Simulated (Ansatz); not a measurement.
Input for Ansatz (development build ahead of 0.2.0):

```yaml
crystal:
  periodic: [false, false, false]
  atoms:
    - { symbol: Ti, position_ang: [0.0, 0.0, 0.0] }
    - { symbol: "N", position_ang: [0.0, 2.2631, 1.5847] }
    - { symbol: P, position_ang: [0.0, -2.6158, 1.8316] }
basis:
  gaussian: { orbitals: pcseg-2 }
magnetization:
  spin_polarized: true
  initial_magnetization: 2
hamiltonian:
  xc: pbe0
```

The input is written out in the form of the current development build from the run's settings.

Output:

```json
{
  "Converged": "yes",
  "Total energy": "-1244.92435 hartree",
  "Spin squared of the determinant": "4.574",
  "Stability test": "minimum"
}
```

Caution: another spin multiplicity may lie lower; the unrestricted determinant is a mixture of spin states.
